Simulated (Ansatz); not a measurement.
`NB1CS1` and `B1CS1` differ in one atom or group.

Ansatz, PBE0-D4/def2-TZVP geometries, multiplicity 1. Each molecule was computed in one conformer, which needn't be the lowest.

| property | `NB1CS1` |
| --- | --- |
| size of the dipole moment (ωB97M-V/def2-TZVPP) / D | 2.83 |
| LUMO energy (ωB97M-V/def2-TZVPP) / eV | 1.84 |
| HOMO–LUMO gap (PBE0/def2-TZVPP) / eV | 7.08 |
| LUMO energy (PBE0/def2-TZVPP) / eV | 0.33 |
| HOMO energy (PBE/def2-TZVPP) / eV | -5.56 |
| HOMO energy (ωB97M-V/def2-TZVPP) / eV | -8.91 |

(1) Give the same properties after the change, and the shifts. (Estimate.)

Answers

(1) The calculation gave: 
| property | `B1CS1` | shift |
| --- | --- | --- |
| size of the dipole moment (ωB97M-V/def2-TZVPP) / D | 1.00 | -1.83 |
| LUMO energy (ωB97M-V/def2-TZVPP) / eV | 0.76 | -1.08 |
| HOMO–LUMO gap (PBE0/def2-TZVPP) / eV | 6.43 | -0.65 |
| LUMO energy (PBE0/def2-TZVPP) / eV | -1.23 | -1.56 |
| HOMO energy (PBE/def2-TZVPP) / eV | -6.53 | -0.97 |
| HOMO energy (ωB97M-V/def2-TZVPP) / eV | -9.81 | -0.90 |

With PBE0 the HOMO falls by 0.91 eV and the LUMO falls by 1.56 eV, so the gap narrows by about 0.65 eV. PBE moves the HOMO by -0.97 eV and ωB97M-V by -0.90 eV. The zero-point energy changes by -51.0 kJ/mol with -6 modes. Dipoles are sizes alone; their direction can turn.
